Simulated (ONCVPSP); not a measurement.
Before and after: ONCV potential for calcium

```
Element                 : Ca (Z = 20)
Generator               : ONCVPSP 4.0.1
Type                    : optimised norm-conserving Vanderbilt (ONCV)
Functional              : PBE
Relativity              : scalar-relativistic
Frozen core             : [Ne]
Valence charge          : 10
Reference configuration : 3s2 3p6 4s1.5 (charge +0.5)
Partial waves           : 3s+4s: rc 2.20 bohr, ncon 3, nbas 7, qcut 6.1 1/bohr, 2 projectors; 3p: rc 1.35 bohr, ncon 4, nbas 9, qcut 5.7 1/bohr, 1 projector; d scattering state at 0.09 Ha: rc 2.10 bohr, ncon 4, nbas 7, qcut 4.7 1/bohr, 3 projectors, debl 0.9 Ha; f scattering state at 0.18 Ha: rc 2.15 bohr, ncon 3, nbas 7, qcut 5.1 1/bohr, 1 projector
Local potential         : polynomial inside 1.00 bohr (lpopt 3, dvloc0 6 Ha)
Core correction         : Teter function, fcfact 3.75, rcfact 1.65
```

In the d channel the program set the typed energies aside and used -0.183, 0.717, 1.617 Ha.

Change: s: qcut 5.3; p: qcut 4.9; d: qcut 4.1; f: qcut 4.4.

Cutoffs: the cutoffs (Ha) at which the residual kinetic energy of the hardest occupied pseudo-wave falls to 1 and 0.1 mHa per electron; they do not see the model core or the augmentation charge, which bear on the density cutoff. Errors are all-electron minus pseudo energies relative to the spin-unpolarised reference configuration.

Task: Predict the effect on cutoff, ghosts and configuration errors.

Result: The potential gets harder (14 Ha and 18 Ha → 14 Ha and 39 Ha); both files keep a bound ghost (d); of the 4 tests that both files solve, the error grows in 1 and shrinks in 0 by more than 15 % and 0.3 meV (median size 1.4 → 1.5 meV).

```tsv
quantity	base	changed
cutoff, loose	14 Ha	14 Ha
cutoff, tight	18 Ha	39 Ha
loose cutoff by channel	s 5.6 Ha, p 14 Ha	s 5.8 Ha, p 14 Ha
bound ghosts	d	d
GHOST(+) flags under 300 eV	none	none
error for 3s2 3p6 4s2, meV [ΔE -2.50 eV]	0.0	0.0
error for 3s2 3p6 4s1, meV [ΔE 3.81 eV]	-0.2	-0.2
error for 3s2 3p6 4s0, meV [ΔE 15.63 eV]	-2.5	-2.7
error for 3s2 3p6 3d0.5 4s1.5, meV [ΔE -1.45 eV]	+9.7	+12
s: phases at 2.24 bohr within 0.05 rad from the reference energy up to (Ha; the scan ends near 5)	3.8	3.7
p: phases at 1.37 bohr within 0.05 rad from the reference energy up to (Ha; the scan ends near 5)	3.5	3.6
d: phases at 2.13 bohr within 0.05 rad from the reference energy up to (Ha; the scan ends near 5)	to the end of the scan	to the end of the scan
f: phases at 2.18 bohr within 0.05 rad from the reference energy up to (Ha; the scan ends near 5)	3.9	4.0
rms error of d²Exc/dni dnj with the model core, mHa	2.86	2.88
```

Base: The cutoffs count occupied waves only; projector 3 of the d channel, the hardest unoccupied one, needs 54 Ha at the loose tolerance. Changed file: The cutoffs count occupied waves only; projector 3 of the d channel, the hardest unoccupied one, needs 55 Ha at the loose tolerance. A true bound ghost makes a file unfit for plane-wave use even where its test errors are small: the radial tests pick states by their node count and pass the ghost by.
